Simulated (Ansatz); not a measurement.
Coupled-cluster run, C$_{2}$H$_{7}$FSi$_{2}$.

```yaml
crystal:
  periodic: [false, false, false]
  atoms:
    - {symbol: C, position_ang: [-1.493517, 0.552860, -0.453061]}
    - {symbol: Si, position_ang: [-0.046404, -0.605042, -0.657413]}
    - {symbol: C, position_ang: [0.983782, -0.686396, 0.922824]}
    - {symbol: Si, position_ang: [2.372620, 0.544512, 0.633709]}
    - {symbol: F, position_ang: [1.520128, 1.918666, 0.806763]}
    - {symbol: H, position_ang: [-2.183360, 0.182011, 0.308704]}
    - {symbol: H, position_ang: [-1.138670, 1.538534, -0.142855]}
    - {symbol: H, position_ang: [-2.044166, 0.663328, -1.389623]}
    - {symbol: H, position_ang: [-0.472423, -1.965578, -1.083179]}
    - {symbol: H, position_ang: [1.387070, -1.693521, 1.059674]}
    - {symbol: H, position_ang: [0.345234, -0.423069, 1.772226]}
    - {symbol: H, position_ang: [0.846806, -0.081305, -1.743772]}
basis:
  gaussian: {orbitals: def2-SVP}
correlation: {method: ccsd_t}
```

```sh
$ ansatz run in.yaml --threads 4 --pin off --events-out ev --progress --plain --max-ram 10444MiB
```

The program prints (abridged):

```
Functional definition: HF
1117 factors; integrals over basis functions are off by at most 1.0e-3 eV
mean field evaluation 1: about -20590.6976 eV, gradient 3.7e1 eV
mean field evaluation 2: about -20590.6994 eV, gradient 3.7e1 eV
mean field evaluation 4: about -20594.1849 eV, gradient 3.5e0 eV
mean field evaluation 8: about -20594.2377 eV, gradient 5.9e-4 eV
mean field -20594.23765654 eV, -756.8242746021 hartree, gradient 1.8e-6 eV, S^2 0.000000; 0 other end points of the search recorded, 0 dependent functions left out; unrestricted orbitals would lower it
13 core orbitals not correlated: weight in the atoms' cores, before any rotation towards them, 1.000 or more for the frozen orbitals, at most 0.000 for the correlated occupied ones
reference -20594.23765654 eV, -756.8242746021 hartree; 15, 15 occupied and 85, 85 virtual orbitals, 1117 factors
second order -17.79620397 eV of doubles, -0.00000000 eV of singles
cycle   1  -18.80111325 eV  change    -1.0e0 eV  update   1.1e-1
cycle   2  -19.32488222 eV  change   -5.2e-1 eV  update   3.5e-2
cycle   3  -19.45857321 eV  change   -1.3e-1 eV  update   1.9e-2
cycle   4  -19.45540559 eV  change    3.2e-3 eV  update   4.7e-3
cycle   5  -19.45228687 eV  change    3.1e-3 eV  update   1.8e-3
cycle   6  -19.45228262 eV  change    4.3e-6 eV  update   5.6e-4
cycle   7  -19.45214944 eV  change    1.3e-4 eV  update   2.1e-4
cycle   8  -19.45212268 eV  change    2.7e-5 eV  update   8.6e-5
cycle   9  -19.45214775 eV  change   -2.5e-5 eV  update   4.2e-5
cycle  10  -19.45213988 eV  change    7.9e-6 eV  update   2.1e-5
perturbative correction -0.51338572 eV, -0.0188665772 hartree
Total energy: -20614.20318214 eV, -757.5579941349 hartree
```

It took 3 s on 4 threads of an Intel Xeon 6975P-C on a shared host, with 0.56 GiB of host memory at the peak.

The correlation energy is -19.966 eV, 2.6 % of it from (T); the T1 diagnostic reads 0.0126.
